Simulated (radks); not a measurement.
Initial-state core-level shifts of the holmium ion Ho2+ when its valence configuration changes from [Xe] 4f11. All-electron calculation, scalar-relativistic Kohn-Sham, PBE, spin-polarised, spherical densities, point nucleus; open shells are filled with parallel spins first (spin-orbit coupling, left out, can overturn this in heavy ions). Program: a radial shooting solver on a logarithmic mesh with Libxc functionals. Shifts are changes of the shell-averaged eigenvalues in eV (positive: less bound).

| valence | 1s | 3s | 4d | 5p |
|---|---|---|---|---|
| 4f9 5d2 | -13.877 | -16.788 | -14.964 | -6.134 |
| 4f10 6s1 | -9.103 | -10.424 | -9.746 | -5.581 |
| 4f8 5d3 | -21.960 | -26.792 | -23.457 | -9.093 |
| 4f10.5 6s0.5 | -4.334 | -4.947 | -4.659 | -2.732 |
| 4f10 6p1 | -10.414 | -11.715 | -11.049 | -6.846 |
| 4f10 5d1 | -6.504 | -7.796 | -7.075 | -3.085 |
| 4f7 5d3 6p1 | -35.178 | -42.270 | -36.973 | -16.072 |
| 4f8 5d2 6s1 | -25.033 | -29.923 | -26.586 | -11.879 |
| 4f8.5 5d2 6p0.5 | -19.936 | -23.794 | -21.274 | -9.592 |
